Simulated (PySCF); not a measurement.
# C₆ coefficients of unlike pairs at BHandHLYP

Calculated with PySCF 2.14 from the dipole response of each species, C₆(A,B) = (3/π) ∫ α_A(iu) α_B(iu) du, in atomic units, from isotropic polarisabilities. For ions this is the dispersion term alone; charge-induced terms of lower order in 1/R come first.

```json
{"species": "Ti(3+)", "configuration": "[Ar] 3d1 (2D)", "basis": "def2-QZVPPD (11s6p5d3f2g)", "relativity": "none", "α (bohr³)": "2.214", "C₆ (like pair)": "5.661"}
{"species": "Nb(2+)", "configuration": "[Kr] 4d3 (4F)", "basis": "def2-TZVPPD with the def2 core potential (28 electrons) (6s4p3d2f1g)", "relativity": "core potential", "α (bohr³)": "10.08", "C₆ (like pair)": "52.24"}
{"species": "Zn(2+)", "configuration": "[Ar] 3d10 (1S)", "basis": "aug-cc-pVDZ-PP with ECP10MDF (5s5p4d2f)", "relativity": "core potential", "α (bohr³)": "2.021", "C₆ (like pair)": "4.453"}
```

(1) Estimate C₆ for Zn(2+) with Ti(3+).

No spin-orbit coupling is included.

The other pairs:

```csv
pair,C₆
"Zn(2+), Nb(2+)",14.23
"Nb(2+), Ti(3+)",16.44
```

Results:

(1) The integral gives 4.958. The combination rule 2 C_A C_B / (C_A α_B/α_A + C_B α_A/α_B) gives 5.019 and the geometric mean 5.021.
